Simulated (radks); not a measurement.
Question: These are the eigenvalues of the occupied orbitals of an atom or ion with whole-number occupations (eV). Method: scalar-relativistic Kohn-Sham, PBE, spin-polarised, spherical densities, point nucleus; computed with a radial shooting solver on a logarithmic mesh with Libxc functionals.

| orbital | eigenvalue |
|---|---|
| 1s up | -11768.18 |
| 1s down | -11768.08 |
| 2s up | -1534.442 |
| 2s down | -1534.382 |
| 2p up | -1351.438 |
| 2p down | -1351.372 |
| 3s up | -237.7286 |
| 3s down | -237.5567 |
| 3p up | -181.0812 |
| 3p down | -180.8757 |
| 3d up | -87.8303 |
| 3d down | -87.5054 |
| 4s up | -55.0252 |
| 7d up | -5.6820 |

Which element is it, and in what charge state? The configuration may be excited. Open shells, if any, are filled with parallel spins first.

Answer: Z = 33, arsenic, charge +3: As3+ in [Ar] 3d10 4s1 7d1. The list shows which subshells hold electrons but not how many an open one holds; the 1s level, -432.47 hartree, gives Z - s = 29.4 by -(Z - s)^2/2, which with screening and relativity narrows Z to a few neighbours, and the depths of the outer levels then fix element, charge and occupations together.
